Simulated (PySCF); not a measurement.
Identify the unknown among the candidates.

All candidates are C2H7NOSi.

| technique | computed result |
| --- | --- |
| Dipole | 0.90 D [CAM-B3LYP/def2-SVPD] |
| 13C NMR | chemical shifts (computed TMS as zero) by class: 164.2 (1 C), 52.8 (1 C) ppm [GIAO PBE0/pcSseg-1] |
| Triplet | lowest triplet excitation (Tamm–Dancoff): 5.01 eV [TDA CAM-B3LYP/def2-SVPD] |
| Rotational structure | rotational constants A, B, C: 14.813, 1.786, 1.641 GHz [PBE0-D3(BJ)/def2-SVP] |
| 1H NMR | chemical shifts (computed TMS as zero) by class: 7.49 (1 H), 4.79 (3 H), 3.71 (3 H) ppm [GIAO PBE0/pcSseg-1] |
| Valence photoelectron | vertical ionisation energy: 9.74 eV [ΔSCF CAM-B3LYP/def2-SVPD] |
| XPS | Si2p3/2 106.9, C1s 292.5, C1s 293.5, N1s 403.9, O1s 539.4, Si1s 1846.8 eV [ΔSCF SCAN, pcX-2 on the ionised atom, pcseg-1 elsewhere, spin-free X2C, 2p3/2 from a spin–orbit splitting computed afterwards within the 2p shell] |
| UV, strongest line | among the 10 lowest singlet transitions: S3 at 7.33 eV (169 nm, f = 0.407) [TDDFT CAM-B3LYP/def2-SVPD] |
| UV, first state | lowest singlet excitation: 5.52 eV (225 nm, f = 0.000) [TDDFT CAM-B3LYP/def2-SVPD] |

The electronic properties come from PySCF, for the isolated species, density fitting. Levels stand in brackets. One conformer (not necessarily the lowest) at the PBE0-D3(BJ)/def2-SVP geometry, without solvent, vibrations or thermal averaging. NMR classes are plain means over equivalent atoms (diastereotopic ones count apart unless rotation or inversion swaps them), as if these changed places fast.

Question: Which candidate is it?
A. `C/C=N\[SiH2]O`
B. `NC[SiH2]C=O`
C. `CO/C=N/[SiH3]`
D. `CC(=O)[SiH2]N`

Answer: C. It is `CO/C=N/[SiH3]`. Numbering: `[CH3:1][O:2]/[CH:3]=[N:4]/[SiH3:5]`. Its formula, C2H7NOSi, gives 1 degree of unsaturation: 0 rings and 1 π bond in the structure found. 2 carbons fall into 2 classes; from least to most shielded: C=N carbon [C3] (164.2 ppm), methoxy carbon [C1] (52.8 ppm). Hydrogen classes from least to most shielded: 1 H on a C=N carbon, C3 (7.49 ppm), 3 H on an SiH3 silicon, Si5 (4.79 ppm), 3 H on a methoxy carbon, C1 (3.71 ppm). The core levels belong to: Si2p3/2 106.9 eV, SiH3 silicon [Si5]; C1s 292.5 eV, methoxy carbon [C1]; C1s 293.5 eV, C=N carbon [C3]; N1s 403.9 eV, C=N nitrogen [N4]; O1s 539.4 eV, oxygen bonded to 2 C [O2]; Si1s 1846.8 eV, SiH3 silicon [Si5]. The hole state at 293.5 eV has ⟨S²⟩ = 0.83 against 0.75, so that value is less sure. The first electron is taken from the HOMO, whose largest Löwdin shares are 0.58 on the C=N nitrogen, 0.11 on the C=N carbon, 0.11 on the SiH3 silicon and 0.08 on an Si–H hydrogen. The optimised geometry has point group Cs and is an asymmetric top.

The others, at the same levels:
- `C/C=N\[SiH2]O` fails: its computed 13C shifts are 178.8 (1 C), 30.6 (1 C) ppm, 1H shifts are 8.43 (1 H), 5.28 (2 H), 1.99 (3 H), 1.26 (1 H) ppm and lowest singlet excitation is 4.22 eV (294 nm, f = 0.001) (against 5.52 eV).
- `CC(=O)[SiH2]N` fails: its computed 13C shifts are 246.4 (1 C), 40.1 (1 C) ppm, 1H shifts are 4.40 (2 H), 2.52 (3 H), 0.46 (2 H) ppm and rotational constant A is 6.591 GHz (against 14.813 GHz).
- `NC[SiH2]C=O` fails: its computed 13C shifts are 244.5 (1 C), 26.7 (1 C) ppm, 1H shifts are 12.28 (1 H), 3.89 (2 H), 2.76 (2 H), 0.48 (2 H) ppm and rotational constant A is 7.961 GHz (against 14.813 GHz).

Each candidate is one conformer, not necessarily the lowest. The conformers computed, where there is a choice (atom-mapped SMILES and torsion angles):
- `[CH3:1][O:2]/[CH:3]=[N:4]/[SiH3:5]`: C1–O2–C3–N4 0°
- `[CH3:1]/[CH:2]=[N:3]\[SiH2:4][OH:5]`: C2–N3–Si4–O5 -137°, H–O5–Si4–N3 -40°
- `[CH3:1][C:2](=[O:3])[SiH2:4][NH2:5]`: C1–C2–Si4–N5 -6°, H–N5–Si4–C2 -81°, H–N5–Si4–C2 128°
- `[NH2:1][CH2:2][SiH2:3][CH:4]=[O:5]`: N1–C2–Si3–C4 -60°, C2–Si3–C4–O5 -157°, H–N1–C2–Si3 170°, H–N1–C2–Si3 -70°
